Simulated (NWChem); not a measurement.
CH$_{5}$ClGe; SMILES [CH3][GeH2][Cl]

Results from NWChem. Pople sets run with spherical d functions. STO-3G and 3-21G are far too small for this property and stand as cheap habits. The geometry was optimised at PBE-D3(BJ)/def2-SVP. Field at 589 nm.

Problem. Order these by “anisotropy (bohr³)”, lowest first: B3LYP/aug-cc-pVDZ; B3LYP/def2-SVPD; B3LYP/def2-SVP.

Solution. B3LYP/def2-SVP (12.1), B3LYP/def2-SVPD (14.4), B3LYP/aug-cc-pVDZ (15.0)
